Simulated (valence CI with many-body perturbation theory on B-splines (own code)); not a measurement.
Sensitivity of CI+MBPT for F³⁺

Computed by valence CI with perturbative core correlation (CI+MBPT): four valence electrons over a frozen Dirac-Fock core [He], radial functions for each j: 6 s, 6 p, 5 d, 3 f, 1 g, with the one-electron correlation potential Σ1 (screened to all orders), the two-electron term Σ2, the three-electron term Σ3, Breit, model QED; selected single and double excitations, second order for the rest, scaled by the run's own slope (own B-spline code, finite nucleus).

Set against measurement, 16 paired levels are off by 233 cm⁻¹ on average, the worst by 702. These come from a selection out of Moore, Atomic Energy Levels, vol. I, NSRDS-NBS 35 (1971 reprint of NBS Circular 467, 1949), an old analysis. Levels without a partner in it may be off by more. Among the levels kept, up to 260 cm⁻¹ of a level comes from second order outside the variational space, and about a tenth of that is noise between levels of different J, which matters for small intervals.

The reference run has the lowest level 2s2.2p2 3P_0 and an ionisation energy of 87.1405 eV. Its largest variational space holds 10697 state functions.

Changed runs:
A. highest l with Σ1, explicit Σ2 and valence Breit (higher l get mean screening factors) 3 → 0; orbitals per symmetry with explicit Σ2 and valence Breit (the others get mean screening factors) 5 → 1
B. QED terms on → off
C. Breit term on → off; QED terms on → off; scale of Σ1 1 → 0; scale of Σ2 1 → 0; three-electron term on → off
D. Davidson tolerance 2e-05 → 0.03 (bad on purpose)

Excitation energies of the reference run in cm⁻¹, and shifts in cm⁻¹:

```
                 Level  Reference        A        B        C       D
          2s2.2p2 3P_1        226      -12     -0.8      +18    +1.6
          2s2.2p2 3P_2        613      +14     -2.2      +97    +0.9
          2s2.2p2 1D_2      25521     -152     -2.0      +27    +3.4
          2s2.2p2 1S_0      53996     -469     +0.8     -236       0
          2s.2p3 5S°_2      73773    +1455      +49     +764    +1.1
          2s.2p3 3D°_3     147984    +1569      +50    +1072    +2.7
          2s.2p3 3D°_2     148032    +1515      +50    +1016    +2.9
          2s.2p3 3D°_1     148045    +1501      +50    +1002    +2.7
          2s.2p3 3P°_2     175551    +1367      +49     +931    +1.7
          2s.2p3 3P°_1     175555    +1359      +50     +921    +3.6
          2s.2p3 3P°_0     175577    +1335      +50     +896    +1.0
          2s.2p3 1D°_2     229428    +2326      +52    +2009    +1.2
Ionisation energy (eV)    87.1405  -0.1360  -0.0016  -0.0993  -3e-05
```
